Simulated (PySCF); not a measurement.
Calculation: B3LYP-D3(BJ)/def2-TZVP // M06-2X/def2-TZVP in PySCF. Gas-phase values, no solvent. B3LYP has the VWN-RPA correlation part, as in Gaussian. 

Reference species (SMILES): `B` (neutral, multiplicity 1).

```json
{
  "HOMO–LUMO gap": "7.53 eV",
  "HOMO": "-9.75 eV"
}
```

Changed species: `BNC` (X = methylamino; the reference has X = H).

What does the change do to the HOMO–LUMO gap and HOMO?

the HOMO–LUMO gap rises by 0.14 eV, to 7.67 eV; the HOMO increases by 2.10 eV, to -7.65 eV.
